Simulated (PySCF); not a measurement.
Bond length, frequency and bond energy of RbBe⁺ by level of theory

State: ¹Σ⁺ (singlet), closed shell. Set-up: PySCF, scalar-relativistic core potentials, basis sets Rb def2-TZVP with ECP28, Be def2-TZVP. De refers to Rb⁺ + Be in their ground configurations, without counterpoise correction. A positive dipole points towards Be; it is taken about the centre of mass and depends on that origin.

```
      Level  Re (Å)  ωe (cm⁻¹)  De (eV)  μ (D)
    RHF-MP2   3.777        106    0.170    n/a
RHF-SCS-MP2   3.810        102    0.160    n/a
   RHF-CCSD   3.805       99.6    0.146    n/a
RHF-CCSD(T)   3.788        101    0.149    n/a
        PBE   3.691        119    0.209   0.63
       BLYP   3.767        109    0.176   0.56
       TPSS   3.740        113    0.190   0.54
     r²SCAN   3.760        112    0.178   0.49
      M06-L   3.769        100    0.164   0.41
       PBE0   3.701        117    0.196   0.56
      HSE06   3.700        118    0.200   0.58
```

(1) Which functional lies closest to RHF-CCSD(T) in De, which farthest, and by how much do they differ from it?

(2) What does the step from GGA to meta-GGA do here, going from PBE to r²SCAN?

(3) What does the triples do here, going from RHF-CCSD to RHF-CCSD(T)?

Correlated steps freeze no core orbitals. Closed-shell solutions of metal pairs were not tested for spin polarisation, which can lower them a little. The bond is weak. Basis-set superposition, not corrected here, can be much of De in a small basis, most of all at correlated wavefunction levels. For an ion De counts to the pair picked by the measured ionisation energies or electron affinities, which need not be the lowest pair at this level.

The whole job (state search and all levels along the bond) took about 1.1 min on 1 thread of Oxide Virtual Turin-like (shared host), peak memory 0.63 GiB.

Results:

(1) Closest is M06-L (-1.9 pm in Re, -1.0 % in ωe, +0.02 eV in De against RHF-CCSD(T) in the same basis), farthest PBE (-9.7 pm in Re, +17.8 % in ωe, +0.06 eV in De). CCSD(T) converges more slowly with the basis than the functionals do and binds too weakly in this one, so the order can change at the basis-set limit.

(2) r²SCAN less PBE: +6.9 pm in Re, -5.9 % in ωe, -0.03 eV in De. 

(3) RHF-CCSD(T) less RHF-CCSD: -1.7 pm in Re, +1.4 % in ωe, +0.00 eV in De. Correlation nearly always deepens the well. The bond shortens, as in weak, metallic or heavy-atom bonds, where dispersion and the correlation of outer-core electrons pull the atoms together.
